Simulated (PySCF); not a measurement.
Chromium: a sound run and one with changed settings

Sound run: Cr²⁺ [Ar] 3d4, Cr³⁺ [Ar] 3d3. Calculation: PySCF 2.14, in jorge-DZP-DKH (8s6p2d1f, 43 functions); scalar relativity by spin-free X2C-1e. In the sound run the correlated levels freeze [Ar]. The sound run starts from symmetry-adapted Hartree-Fock orbitals and uses a fine grid where one is needed.

Changed run: no relativity, point nucleus. This setting is unsound on purpose.

```json
{"species": "Cr²⁺", "method": "UHF", "sound run (hartree)": "-1048.83855", "changed run (hartree)": "-1041.11712", "converged": "yes"}
{"species": "Cr²⁺", "method": "M06-L", "sound run (hartree)": "-1049.80882", "changed run (hartree)": "-1042.06920", "converged": "yes"}
{"species": "Cr²⁺", "method": "MN15", "sound run (hartree)": "-1050.50311", "changed run (hartree)": "-1042.58146", "converged": "yes"}
{"species": "Cr²⁺", "method": "MP2", "sound run (hartree)": "-1048.85933", "changed run (hartree)": "-1041.13766", "converged": "yes"}
{"species": "Cr³⁺", "method": "UHF", "sound run (hartree)": "-1047.73833", "changed run (hartree)": "-1040.00975", "converged": "yes"}
{"species": "Cr³⁺", "method": "M06-L", "sound run (hartree)": "-1048.67195", "changed run (hartree)": "-1040.92490", "converged": "yes"}
{"species": "Cr³⁺", "method": "MN15", "sound run (hartree)": "-1049.33450", "changed run (hartree)": "-1041.40636", "converged": "yes"}
{"species": "Cr³⁺", "method": "MP2", "sound run (hartree)": "-1047.74547", "changed run (hartree)": "-1040.01683", "converged": "yes"}
```

Ionisation energy of Cr²⁺:

| method | sound run (eV) | changed run (eV) |
| --- | --- | --- |
| UHF | 29.938 | 30.133 |
| M06-L | 30.936 | 31.138 |
| MN15 | 31.800 | 31.976 |
| MP2 | 30.310 | 30.499 |
| SCS-MP2 | 30.062 | 30.255 |

Most of the change in total energy is the relativistic energy itself. On top of that the contraction fixes the core shape for the Hamiltonian it was made with, so the changed run is not a good calculation with the other Hamiltonian either.

For comparison, NIST gives 30.959 ± 0.025 eV between the lowest levels.
